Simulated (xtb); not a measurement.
C4H5ClSi, SMILES [SiH2](C(Cl)=C)C#C. All values are semi-empirical tight-binding results from xtb (GFN2-xTB unless named), good for trends rather than for accurate numbers. Geometry optimised at GFN2-xTB. The structure was generated by enumeration, and PubChem lists no compound with its InChIKey, so it may never have been made. Other conformers were not sampled.

Computed properties:
```yaml
point_group_as_xtb_finds_it: Cs
orbital_gap: 4.21 eV
dipole_moment: 1.68 D
zero_point_energy: 41.8 kcal/mol
G − E(el) at 298.15 K (modified RRHO): 21.1 kcal/mol
static polarisability (D4 model): 84.9 bohr³
solvation energy, GFN2-xTB/ALPB(water): -1.8 kcal/mol
solvation energy, GFN2-xTB/ALPB(thf): -6.7 kcal/mol
```
